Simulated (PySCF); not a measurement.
**Iodine: a sound run and one with changed settings**

Sound run: I [Kr] 4d10 5s2 5p5, I⁺ [Kr] 4d10 5s2 5p4. Computed with PySCF 2.14 in def2-SVP with the def2 core potential (28 electrons) (4s4p2d, 26 functions), with a scalar-relativistic core potential. The sound run starts from symmetry-adapted Hartree-Fock orbitals and uses a fine grid where one is needed.

Changed run: basis STO-3G, all-electron and non-relativistic. This setting is unsound on purpose.

```csv
species,method,sound run (hartree),changed run (hartree),converged
I,UHF,-296.64961,-6850.67625,yes
I,BP86,-297.80356,-6853.27630,yes
I,M06-2X,-297.60260,-6853.04364,yes
I⁺,UHF,-296.29709,-6850.40437,yes
I⁺,BP86,-297.41113,-6852.95186,yes
I⁺,M06-2X,-297.22279,-6852.72479,yes
```

Ionisation energy of I:

| method | sound run (eV) | changed run (eV) |
| --- | --- | --- |
| UHF | 9.592 | 7.398 |
| BP86 | 10.678 | 8.828 |
| M06-2X | 10.335 | 8.676 |

A minimal basis cannot let orbitals breathe on ionisation and holds almost no correlation. The Hamiltonian changed with the basis, so the totals do not compare.

For comparison, NIST gives 10.451 eV between the lowest levels.
